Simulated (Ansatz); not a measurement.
Ansatz results at the PBE0-D4/def2-TZVP geometry: HOMO energy (ωB97M-V/def2-TZVPP) -9.90 eV; size of the dipole moment (ωB97M-V/def2-TZVPP) 1.49 D; LUMO energy (PBE0/def2-TZVPP) -0.39 eV.

Each molecule was computed in one conformer, which needn't be the lowest.

Problem. Which molecule gave them?
A. `[F][GeH]([Cl])[GeH3]`
B. `[OH][GeH2][SiH3]`
C. `CC[N](C)[Ge]([CH3])([F])[O]C`
D. `[SiH3][O][GeH3]`

Solution. B. The others give `[SiH3][O][GeH3]`: -10.77, 1.30, -0.25; `CC[N](C)[Ge]([CH3])([F])[O]C`: -8.72, 2.03, 0.78; `[F][GeH]([Cl])[GeH3]`: -10.48, 2.84, -0.63.
